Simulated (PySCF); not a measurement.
A side-by-side comparison of computed properties.

First species: C6H9GaN2.
Geometry (PBE0-D3(BJ)/def2-SVP, Å), atoms numbered from 1 in this order:
```xyz
18
C6H9GaN2 angstrom
C      3.7314    0.3463   -0.5690
N      2.4860    0.2072   -0.4683
Ga     1.4786   -1.3954   -0.2656
N     -0.3732   -0.3796   -0.2301
C     -0.3890    0.9524   -0.3492
C     -1.5818    1.6687   -0.3346
C     -2.7812    0.9770   -0.1926
C     -2.7512   -0.4116   -0.0698
C     -1.5197   -1.0522   -0.0938
H      4.4799   -0.4797   -0.5545
H      4.1903    1.3534   -0.6839
H      1.4913   -2.0470    1.1719
H      1.3115   -2.2741   -1.5661
H      0.6068    1.4028   -0.4565
H     -1.5612    2.7553   -0.4340
H     -3.7333    1.5129   -0.1780
H     -3.6670   -0.9939    0.0433
H     -1.4374   -2.1391   -0.0016
```

Second species: MgMe2, C2H6Mg.
Geometry (PBE0-D3(BJ)/def2-SVP, Å), atoms numbered from 1 in this order:
```
atom  x, y, z in Å
Mg1    0.0074    0.0082    0.0001
C2    -0.0040   -0.0136    2.0980
H3    -0.4394    0.9085    2.5219
H4     1.0121   -0.1076    2.5198
H5    -0.5934   -0.8565    2.4998
C6     0.0052    0.0147   -2.0980
H7    -1.0188    0.0165   -2.5113
H8     0.5146   -0.8710   -2.5166
H9     0.5164    0.9008   -2.5137
```

Levels: B3LYP/def2-SVPD for dipole moment, HOMO energy, LUMO energy, HOMO–LUMO gap, static isotropic polarisability and electronic spatial extent ⟨r²⟩ about the centre of nuclear charge; TDDFT B3LYP/def2-SVPD for lowest singlet excitation; TDA B3LYP/def2-SVPD for lowest triplet excitation (Tamm–Dancoff); PBE0-D3(BJ)/def2-SVP for rotational constant A and rotational constant C. Geometries: PBE0-D3(BJ)/def2-SVP. All species are isolated and taken at one optimised geometry, non-relativistic unless stated. Electronic properties by PySCF.

Dipoles, sizes and rotational constants follow the conformer. The torsions of the flexible species, by atom-mapped SMILES:
- `[CH2:1]=[N:2][GaH2-:3][n+:4]1[cH:5][cH:6][cH:7][cH:8][cH:9]1`: C1–N2–Ga3–N4 180°, N2–Ga3–N4–C5 0°

```csv
property,column X,column Y
dipole moment,5.35 D,0.03 D
HOMO energy,-5.56 eV,-6.34 eV
LUMO energy,-2.07 eV,-0.69 eV
HOMO–LUMO gap,3.49 eV,5.65 eV
lowest singlet excitation,2.81 eV,5.07 eV
lowest triplet excitation (Tamm–Dancoff),2.80 eV,4.22 eV
static isotropic polarisability,118.7 au,57.4 au
electronic spatial extent ⟨r²⟩ about the centre of nuclear charge,1934 bohr²,409 bohr²
rotational constant A,2.753 GHz,79.854 GHz
rotational constant C,0.555 GHz,3.437 GHz
```

Q: Which column belongs to which species?

A: Column X is the first species and column Y the second. The first has 18 atoms and 90 electrons, the second 9 and 30.

Q: How does each property change from the first species to the second?

A: dipole moment -5.32 D; HOMO energy -0.78 eV; LUMO energy +1.38 eV; HOMO–LUMO gap +2.16 eV; lowest singlet excitation +2.26 eV; lowest triplet excitation (Tamm–Dancoff) +1.42 eV; static isotropic polarisability -61.3 au; electronic spatial extent ⟨r²⟩ about the centre of nuclear charge -1525 bohr²; rotational constant A +77.101 GHz; rotational constant C +2.882 GHz.

On the first: 1 of the 10 computed singlets lies in the visible range (750 to 380 nm, 1.65 to 3.26 eV), with an oscillator strength of 0.000. Relativistic effects, spin–orbit coupling among them, are left out although an element past zinc is present.

On the second: No computed singlet falls in the visible range (750 to 380 nm, 1.65 to 3.26 eV); S1 lies 1.81 eV above its blue end. The polarisability is 8.51 Å³ as a volume (1 au = 0.148185 Å³), or 1.91 au for each of the 30 electrons.
